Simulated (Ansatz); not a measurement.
Complex (SMILES): F (HF) with C#N (CH-N), atoms 1 to 2 the first; geometry from B3LYP-D3(BJ)/def2-TZVP, monomers rigid:
```xyz
5

F      0.9503     0.5484    -0.1025
H      0.2877     0.3564     0.5335
C     -1.8028    -0.2520     2.5405
N     -0.9963    -0.0166     1.7661
H     -2.5562    -0.4720     3.2639
```

Interaction energy at PBE with Ansatz (a program for electronic structure), kcal/mol, without and with the counterpoise correction (monomers among the partner's ghost functions). Cartesian d functions, on some or all atoms, in 6-31G**; all else is spherical. The program fits the integrals of some runs and decomposes those of others, by size. No added dispersion term, no relativity. Reference, counterpoise-corrected: the value in aug-pcseg-3, -8.01.

| basis | functions | uncorrected | counterpoise | counterpoise correction | mean of both |
|---|---|---|---|---|---|
| 6-31G | 31 | -10.50 | -8.32 | 2.18 | -9.41 |
| 6-31G** | 55 | -8.00 | -6.63 | 1.37 | -7.32 |
| 6-311+G** | 78 | -8.38 | -8.00 | 0.39 | -8.19 |
| def2-TZVPP | 121 | -8.17 | -7.65 | 0.52 | -7.91 |
| jun-cc-pV(T+d)Z | 145 | -8.16 | -8.00 | 0.16 | -8.08 |
| def2-TZVPPD | 148 | -8.12 | -8.02 | 0.09 | -8.07 |
| aug-cc-pVTZ | 184 | -8.14 | -8.00 | 0.14 | -8.07 |
| aug-pcseg-2 | 184 | -8.10 | -8.02 | 0.09 | -8.06 |

The corrected value lies nearer the reference in 6 of 8 rows.
